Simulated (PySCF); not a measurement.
## From computed data to an observable: chemical shift, span and skew from a shielding tensor

CH7FO2Si2, SMILES CO[Si@H](F)O[SiH3]. Atoms are numbered in the order given.

```xyz
13

C      2.2157     0.5098    -1.1076
O      1.8814     0.4753     0.2674
Si     0.4688    -0.0663     0.8900
F      0.3616    -1.6777     0.7235
O     -0.8075     0.5635     0.0709
Si    -2.2253     0.1833    -0.7179
H      1.4298     1.0092    -1.7012
H      2.3692    -0.5075    -1.5080
H      3.1526     1.0742    -1.2227
H      0.4449     0.2752     2.3189
H     -3.0988    -0.6535     0.1551
H     -2.9202     1.4572    -1.0476
H     -1.9271    -0.5615    -1.9759
```
Charge 0, spin multiplicity 1.

Coordinates come from a r2SCAN-D4/def2-SVP optimisation. The structure was generated by enumeration; whether it is a known compound was not checked. One conformer was computed; it need not be the lowest.

GIAO shieldings from PBE/pcSseg-1 run with PySCF, non-relativistic, no solvent. The symmetric part of the tensor of Si3 has the principal values 383.9, 395.1, 416.7 ppm. The same nucleus in TMS has σ = 335.4 ppm at this level (PySCF, at its B3LYP-D3(BJ)/def2-TZVP geometry).

Problem. Work out the isotropic shielding, the ²⁹Si shift against TMS, the span and the skew.

Solution. 
σ(iso) = (σ11 + σ22 + σ33)/3 = 398.6 ppm. δ = σ(ref) − σ(iso) = 335.4 − (398.6) = -63.2 ppm.
Span Ω = σ33 − σ11 = 32.8 ppm. Skew κ = 3(σ(iso) − σ22)/Ω = 0.32. Tumbling in solution averages the tensor to δ; in a static solid the shielding alone would spread this spin-1/2 line over Ω.
